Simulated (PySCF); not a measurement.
C7H7, SMILES Cc1cc[c]cc1, multiplicity 2.

Geometry optimised at PBE0-D3(BJ)/def2-SVP. The isomer is the one that the SMILES or the coordinates give; other isomers of the formula were not compared.

These are TDA-PBE0/def2-SVPD (PySCF) values and carry that method's errors.

Vertical excitations. Isolated molecule, no solvent.

Computed lowest excited states:
```
state    energy (eV)  λ (nm)      f                                                                          main pairs
-------  -----------  ------  -----  ----------------------------------------------------------------------------------
root 1          3.01     412  0.001                                                                    β HOMO→LUMO 94 %
root 2          3.84     323  0.000                                                                 β HOMO−1→LUMO 100 %
root 3          4.09     303  0.000  α HOMO−2→LUMO 25 %, α HOMO−1→LUMO+1 18 %, β HOMO−1→LUMO+1 26 %, β HOMO→LUMO+2 19 %
root 4          4.52     274  0.001                         α HOMO−1→LUMO 32 %, α HOMO−2→LUMO+1 6 %, β HOMO→LUMO+1 55 %
root 5          4.78     260  0.000  α HOMO−1→LUMO+1 28 %, α HOMO−2→LUMO 21 %, β HOMO→LUMO+2 28 %, β HOMO−1→LUMO+1 21 %
root 6          4.90     253  0.000                                                                    α HOMO→LUMO 99 %
root 7          5.07     245  0.005                                                                  α HOMO→LUMO+1 96 %
root 8          5.34     232  0.000                      α HOMO−2→LUMO+1 62 %, α HOMO−1→LUMO 19 %, β HOMO−1→LUMO+2 12 %
root 9          5.50     225  0.012                        α HOMO−1→LUMO 23 %, β HOMO−1→LUMO+2 49 %, β HOMO→LUMO+1 25 %
root 10         6.15     202  0.002                                                                  β HOMO−2→LUMO 91 %
```
Unrestricted roots are not spin-pure.
